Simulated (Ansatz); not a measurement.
`BC(=C)S[SiH2]F` → `C=CB(S)[SiH2]F`  (isomerisation)

Isolated molecules relaxed with PBE0-D4/def2-TZVP in Ansatz; ΔE leaves out vibrations. CBS: MP2 limit from def2 TZ/QZ plus the TZ coupled-cluster correction, frozen cores. DFT in def2-TZVPP. B3LYP here is the variant with VWN-RPA as its local correlation; programs differ in this. One conformer a species, not always the lowest.

`BC(=C)S[SiH2]F`:

Z-matrix (Å, degrees):
```
Si
S 1 2.114
F 1 1.597 2 113.8
H 1 1.479 2 104.6 3 116.7
H 1 1.480 2 110.6 3 -121.0
C 2 1.779 1 103.3 3 82.4
C 6 1.343 2 117.5 1 161.2
B 6 1.539 2 123.9 1 -24.2
H 7 1.086 6 123.2 2 -0.5
H 7 1.084 6 119.4 2 178.6
H 8 1.194 6 122.5 2 -5.4
H 8 1.195 6 117.7 2 175.9
```

`C=CB(S)[SiH2]F`:

Z-matrix (Å, degrees):
```
Si
F 1 1.611
B 1 2.019 2 108.8
H 1 1.489 2 107.3 3 -120.0
H 1 1.487 2 107.2 3 123.8
C 3 1.545 1 120.1 2 -24.5
S 3 1.776 1 116.1 2 157.8
C 6 1.335 3 124.3 1 -140.3
H 6 1.090 3 118.0 1 32.9
H 7 1.348 3 99.3 1 180.0
H 8 1.086 6 122.1 3 174.5
H 8 1.087 6 121.8 3 -3.2
```

CCSD(T)/CBS gives -45.5 kJ/mol.

**Question.** Another level gave -40.7 kJ/mol. Which?
A. PBE/def2-TZVPP
B. ωB97X-V/def2-TZVPP
C. SCS-MP2/def2-TZVPP
D. B3LYP/def2-TZVPP

**Answer.** C. SCS-MP2/def2-TZVPP -40.7, PBE -56.2, B3LYP -50.0, ωB97X-V -45.6 kJ/mol.

Largest T1 diagnostic among the species: 0.014.

From PBE to PBE0 (25 % exact exchange), in def2-TZVPP and without D4, ΔE moves by +3.3 kJ/mol.
